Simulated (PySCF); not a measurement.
Molecular orbitals of RbSb⁺

PBE0 at R = 4.071 Å; basis Rb def2-SVP with ECP28, Sb def2-SVP with ECP28; scalar-relativistic core potentials; PySCF 2.14. State: ⁴Σ⁻ (quartet), unpaired electrons σ ↑, π ↑↑. Only the outer orbitals are listed, counted within each symmetry, core potentials removing the inner ones.

```json
{"spin": "α", "orbital": "3π", "occ.": "1", "ε (eV)": "-23.13", "on Rb (%)": "100", "main shells (%)": "100 Rb p"}
{"spin": "α", "orbital": "3π", "occ.": "1", "ε (eV)": "-23.13", "on Rb (%)": "100", "main shells (%)": "100 Rb p"}
{"spin": "α", "orbital": "5σ", "occ.": "1", "ε (eV)": "-23.13", "on Rb (%)": "100", "main shells (%)": "100 Rb p"}
{"spin": "α", "orbital": "6σ", "occ.": "1", "ε (eV)": "-18.91", "on Rb (%)": "0", "main shells (%)": "100 Sb s"}
{"spin": "α", "orbital": "7σ", "occ.": "1", "ε (eV)": "-10.33", "on Rb (%)": "4", "main shells (%)": "96 Sb p"}
{"spin": "α", "orbital": "4π", "occ.": "1", "ε (eV)": "-10.02", "on Rb (%)": "1", "main shells (%)": "99 Sb p"}
{"spin": "α", "orbital": "4π", "occ.": "1", "ε (eV)": "-10.02", "on Rb (%)": "1", "main shells (%)": "99 Sb p"}
{"spin": "α", "orbital": "8σ", "occ.": "0", "ε (eV)": "-5.13", "on Rb (%)": "98", "main shells (%)": "99 Rb s"}
{"spin": "α", "orbital": "5π", "occ.": "0", "ε (eV)": "-3.14", "on Rb (%)": "99", "main shells (%)": "98 Rb p"}
{"spin": "α", "orbital": "5π", "occ.": "0", "ε (eV)": "-3.14", "on Rb (%)": "99", "main shells (%)": "98 Rb p"}
{"spin": "β", "orbital": "3π", "occ.": "1", "ε (eV)": "-23.12", "on Rb (%)": "100", "main shells (%)": "100 Rb p"}
{"spin": "β", "orbital": "3π", "occ.": "1", "ε (eV)": "-23.12", "on Rb (%)": "100", "main shells (%)": "100 Rb p"}
{"spin": "β", "orbital": "5σ", "occ.": "1", "ε (eV)": "-23.10", "on Rb (%)": "100", "main shells (%)": "100 Rb p"}
{"spin": "β", "orbital": "6σ", "occ.": "1", "ε (eV)": "-16.11", "on Rb (%)": "1", "main shells (%)": "99 Sb s"}
{"spin": "β", "orbital": "7σ", "occ.": "0", "ε (eV)": "-6.61", "on Rb (%)": "18", "main shells (%)": "81 Sb p, 16 Rb s"}
{"spin": "β", "orbital": "4π", "occ.": "0", "ε (eV)": "-6.08", "on Rb (%)": "5", "main shells (%)": "95 Sb p"}
{"spin": "β", "orbital": "4π", "occ.": "0", "ε (eV)": "-6.08", "on Rb (%)": "5", "main shells (%)": "95 Sb p"}
```

Q: Which are the highest filled and the lowest empty level, where do they sit, and how wide is the gap?

A: Highest filled α 4π at -10.02 eV (in %: 99 Sb p); lowest empty β 7σ at -6.61 eV (in %: 81 Sb p, 16 Rb s); the gap at PBE0 is 3.41 eV.

The bond order (Mayer) is 0.13 and the ⟨S²⟩ is 3.751. The charge on Rb (Mulliken, basis-dependent) is 0.93, the charge on Rb (Löwdin, basis-dependent) is 0.74 and the dipole moment (positive dipole points towards Sb; it is taken about the centre of mass and depends on that origin) is -9.88 D. The polarisability along the bond is 52.9 bohr³ and the polarisability across the bond is 37.1 bohr³.

Spin–orbit coupling is left out. The state was picked by a PBE0 search and need not be the measured ground state.
